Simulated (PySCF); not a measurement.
## Calculated NMR parameters of C[Si](C)(C)c1cncnn1

```
Formula                               : C6H11N3Si
SMILES                                : C[Si](C)(C)c1cncnn1
InChI                                 : InChI=1S/C6H11N3Si/c1-10(2,3)6-4-7-5-8-9-6/h4-5H,1-3H3
Point group of the computed structure : C1
Degrees of unsaturation               : 4
Carbon signals                        : 4
Proton signals                        : 3
```

Mapped SMILES: `[CH3:1][Si:2]([CH3:3])([CH3:4])[c:5]1[cH:6][n:7][cH:8][n:9][n:10]1` (H(Xn): hydrogen on atom n).

- PBE0/pcSseg-1 with gauge-including orbitals
- geometry: GFN2-xTB
- program: PySCF 2.14
- non-relativistic Hamiltonian, single conformer, equivalent nuclei averaged, no solvent

Referencing at the same level of theory: ¹H (σref 31.72), ¹³C (σref 186.93), ²⁹Si (σref 349.16) against TMS; ¹⁵N (σref 267.73) vs NH3.

```tsv
carbon	δC, type	δH (multiplicity)	HMBC from (2–3 bonds)	span of the C tensor (ppm)
C1/C3/C4	-1.5, CH3	0.46 (s)	H(C1)/H(C3)/H(C4)	10
C5	175.7, C	–	H(C6), H(C1)/H(C3)/H(C4)	272
C6	156.9, CH	8.69 (s)	H(C8)	241
C8	161.7, CH	9.93 (s)	H(C6)	215
```

Other nuclei:
```json
{"atoms": "Si2", "nucleus": "²⁹Si", "environment": "silicon bonded to 4 C", "δ (ppm)": "-5.1", "σ (ppm)": "354.3"}
{"atoms": "N10", "nucleus": "¹⁵N", "environment": "pyridine-type ring nitrogen", "δ (ppm)": "514.6", "σ (ppm)": "-246.9"}
{"atoms": "N9", "nucleus": "¹⁵N", "environment": "pyridine-type ring nitrogen", "δ (ppm)": "440.9", "σ (ppm)": "-173.2"}
{"atoms": "N7", "nucleus": "¹⁵N", "environment": "pyridine-type ring nitrogen", "δ (ppm)": "324.5", "σ (ppm)": "-56.7"}
```

- Carbon types of the structure: 1 × C, 2 × CH, 3 × CH3, which accounts for all hydrogens.
- δC 175.7: substituted aromatic carbon next to a ring nitrogen.
- δC 161.7: aromatic CH between two ring heteroatoms.
- δC 156.9: aromatic CH next to a ring nitrogen; the adjacent pyridine-type nitrogen withdraws density from it.
- δH 9.93: hydrogen on an aromatic CH between two ring heteroatoms; ring-current deshielding.
- δH 8.69: hydrogen on an aromatic CH next to a ring nitrogen; ring current plus the neighbouring ring nitrogen.

Shifts are as computed. Against solution values, carbons near 30 ppm lie about +3 ppm off and those near 130 ppm about +5 ppm. Of 1211 compounds with measured shifts, 218 miss one by over three times the rms of a fit or turn the order of signals round; such compounds aren't used in these exercises. Experimental scales use liquid or dissolved standards, which lie at an offset from isolated NH3 (liquid NH3: subtract about 20 ppm). Unscaled 15N shifts of sp2 nitrogen come out 20 to 40 ppm too high even then. Multiplicities follow the n + 1 count of equivalent neighbours, as no J values were calculated; m marks all less simple cases, F and P coupling included.
